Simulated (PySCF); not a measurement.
**Bond curve of GaH**

Set-up: Ga jorge-DZP-DKH, H jorge-DZP-DKH; spin-free X2C with a Gaussian nucleus (PySCF 2.14). Energies in eV from Ga + H in their ground configurations at the same level. State: ¹Σ⁺ (singlet), closed shell.

Curves on a restricted Hartree–Fock reference rise too fast on stretching and do not dissociate correctly.

```json
{"R (Å)": "1.434", "RHF-MP2": "-2.487", "HSE06": "-2.573", "r²SCAN": "-2.688", "RHF-CCSD": ""}
{"R (Å)": "1.500", "RHF-MP2": "-2.659", "HSE06": "-2.769", "r²SCAN": "-2.873", "RHF-CCSD": "-2.802"}
{"R (Å)": "1.567", "RHF-MP2": "-2.747", "HSE06": "-2.881", "r²SCAN": "-2.976", "RHF-CCSD": "-2.899"}
{"R (Å)": "1.617", "RHF-MP2": "-2.771", "HSE06": "-2.923", "r²SCAN": "-3.012", "RHF-CCSD": "-2.929"}
{"R (Å)": "1.667", "RHF-MP2": "-2.766", "HSE06": "-2.935", "r²SCAN": "-3.018", "RHF-CCSD": "-2.930"}
{"R (Å)": "1.717", "RHF-MP2": "-2.737", "HSE06": "-2.924", "r²SCAN": "-3.002", "RHF-CCSD": "-2.907"}
{"R (Å)": "1.784", "RHF-MP2": "-2.670", "HSE06": "-2.880", "r²SCAN": "-2.951", "RHF-CCSD": "-2.849"}
{"R (Å)": "1.867", "RHF-MP2": "-2.552", "HSE06": "-2.789", "r²SCAN": "-2.853", "RHF-CCSD": "-2.742"}
{"R (Å)": "1.967", "RHF-MP2": "-2.378", "HSE06": "-2.643", "r²SCAN": "-2.701", "RHF-CCSD": "-2.583"}
{"R (Å)": "2.100", "RHF-MP2": "-2.117", "HSE06": "-2.413", "r²SCAN": "-2.464", "RHF-CCSD": ""}
```

Task: Put a parabola through the three lowest points of the RHF-MP2 curve and estimate Re, k and ωe (reduced mass 0.9933 u; 1 eV/Å² = 0.16022 mdyn/Å; ωe = 1302.8·√(k/μ) cm⁻¹).

Result: Through R = 1.567, 1.617, 1.667 Å the second-order coefficient is 5.80 eV/Å², so Re ≈ 1.633 Å, k ≈ 1.86 mdyn/Å and ωe ≈ 1782 cm⁻¹. A polynomial fit of higher order to the unrounded RHF-MP2 energies gives Re = 1.632 Å, k = 1.74 mdyn/Å, ωe = 1722 cm⁻¹; anharmonicity and rounding make the difference.

The higher-order fit for each curve: RHF-MP2: Re = 1.632 Å, ωe = 1722 cm⁻¹, De = 2.77 eV; HSE06: Re = 1.667 Å, ωe = 1610 cm⁻¹, De = 2.94 eV; r²SCAN: Re = 1.655 Å, ωe = 1632 cm⁻¹, De = 3.02 eV; RHF-CCSD: Re = 1.643 Å, ωe = 1681 cm⁻¹, De = 2.93 eV.

Correlated steps freeze 9 core orbitals. Correlated levels converge slowly with the basis: in double zeta they bind strong bonds too weakly, by up to about 1 eV, and carry superposition errors of some tenths. Where the molecule has an RHF reference, its open-shell atoms are computed with UHF.
